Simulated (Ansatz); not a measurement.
Reactions of `[F][AlH][CH](F)[SiH3]`.

Isolated molecules relaxed with PBE0-D4/def2-TZVP in Ansatz; ΔE leaves out vibrations. CCSD(T)/CBS is the MP2 limit (def2-TZVPP, def2-QZVPP) plus CCSD(T) − MP2 in def2-TZVPP, frozen cores. This one scheme is used for every species, atoms too. Functionals use def2-TZVPP. B3LYP here is the variant with VWN-RPA as its local correlation; programs differ in this. Open shells (•) are unrestricted, without spin–orbit coupling. Spin–orbit coupling would lower the free atoms: a little for Al, C, F, Si. Bonds to Se are less sure, by a few kJ/mol each and by 10 to 20 or more in all where they break to atoms, as the def2 sets lack core-valence functions. Scalar relativity is left out up to krypton. One conformer a species, not always the lowest.

```
                                                                  reaction  CCSD(T)/CBS(def2) (kJ/mol)
                `[F][AlH][CH](F)[SiH3]` + H₂ → `[F][AlH][CH2][SiH3]` + H–F                           ?
               `[F][AlH][CH](F)[SiH3]` + H₂S → `FC([SiH3])S` + `[F][AlH2]`                          29
                `[F][AlH][CH](F)[SiH3]` + H₂ → `F[CH]([AlH2])[SiH3]` + H–F                           ?
      `[F][AlH][CH](F)[SiH3]` + `N=CF` → `F/C=N/[SiH3]` + `F[CH2][AlH][F]`                           ?
             `[F][AlH][CH](F)[SiH3]` + H₂Se → `[F][AlH][SeH]` + `FC[SiH3]`                        -133
            `[F][AlH][CH](F)[SiH3]` + `CF` → `F[CH2][AlH][F]` + `FC[SiH3]`                          20
                    `[F][AlH][CH](F)[SiH3]` → Al• + C• + 2 F• + 5 H• + Si•                        3349
    `[F][AlH][CH](F)[SiH3]` + `FB1CC1` → `FB1CC1[SiH3]` + `F[CH2][AlH][F]`                         -21
`[F][AlH][CH](F)[SiH3]` + `N[SiH2]S` → `N[SiH2]S[SiH3]` + `F[CH2][AlH][F]`                         -68
  `[F][AlH][CH](F)[SiH3]` + `CC(C)=N` → `CC(C)=N[SiH3]` + `F[CH2][AlH][F]`                         -30
```

Task: Fill in the missing values. (An estimate is asked.)

Result: The calculation gave: `[F][AlH][CH](F)[SiH3]` + H₂ → `[F][AlH][CH2][SiH3]` + H–F: -164.2 kJ/mol; `[F][AlH][CH](F)[SiH3]` + H₂ → `F[CH]([AlH2])[SiH3]` + H–F: +172.7 kJ/mol; `[F][AlH][CH](F)[SiH3]` + `N=CF` → `F/C=N/[SiH3]` + `F[CH2][AlH][F]`: -50.1 kJ/mol.

Largest T1 diagnostic: 0.018, for Al•.
